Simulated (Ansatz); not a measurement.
Reaction (ligand exchange at the Si–C bond): `N[SiH2]C(O)F` + `[NH2][GeH2][NH2]` → `N[SiH2][NH][GeH2][NH2]` + `OCF`

Gas-phase electronic energies from Ansatz, PBE0-D4/def2-TZVP geometries. CCSD(T)/CBS adds triple-zeta CCSD(T) − MP2 to the extrapolated MP2 energy (def2 sets, frozen cores). Functionals use def2-TZVPP. For Ge outer-core shells are correlated without core-valence functions, which leaves a few kJ/mol of doubt a bond. Scalar relativity is left out up to krypton. One conformer a species, not always the lowest.

```tsv
level	ΔE (eV)
PBE0-D4	-0.91
PBE	-0.80
HF/def2-TZVPP	-1.18
SCS-MP2/def2-TZVPP	-1.06
HF/def2-QZVPP	-1.19
MP2/def2-QZVPP	-1.05
HF/CBS(def2)	-1.19
MP2/CBS(def2)	-1.04
```

Question: What does CCSD(T)/CBS give? (Estimate.)

Answer: Ansatz gave: -0.99 eV. The listed levels differ from it by 0.08, 0.19, -0.19, -0.07, -0.20, -0.06, -0.20, -0.05 eV.

Largest T1 diagnostic among the species: 0.012.

In def2-TZVPP, CCSD(T) changes the Hartree–Fock value by +0.17 eV (the triples alone add +0.03 eV) and MP2 by +0.12 eV. From PBE to PBE0 (25 % exact exchange), in def2-TZVPP and without D4, ΔE moves by −0.10 eV.
